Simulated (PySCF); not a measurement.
CHF2, SMILES [CH](F)F (connectivity only; charge and spin as stated), charge +1, multiplicity 1. Atoms are numbered in the order given.

```xyz
4

F      0.0000    -1.0526     0.2208
C      0.0000     0.0000    -0.4108
F      0.0000     1.0526     0.2208
H      0.0000     0.0000    -1.5091
```
Charge +1, spin multiplicity 1.

Coordinates come from a PBE0-D3(BJ)/def2-TZVP optimisation. The spin state was assumed, not searched. The isomer is the one that the SMILES or the coordinates give; other isomers of the formula were not compared.

All values below come from PBE0/def2-TZVPD run with PySCF.

Symmetry labels are those of the subgroup C2v that the program uses (full group C2v).

Computed valence orbital energies around the gap with their symmetry:
| orbital | symmetry | energy (eV) |
|---|---|---|
| HOMO−7 | B2 | -45.26 |
| HOMO−6 | A1 | -29.15 |
| HOMO−5 | B2 | -26.52 |
| HOMO−4 | A1 | -26.47 |
| HOMO−3 | B1 | -25.13 |
| HOMO−2 | A2 | -22.51 |
| HOMO−1 | B2 | -22.06 |
| HOMO | A1 | -21.37 |
| LUMO | B1 | -11.07 |
| LUMO+1 | A1 | -5.16 |
| LUMO+2 | A1 | -4.78 |
| LUMO+3 | B2 | -4.01 |
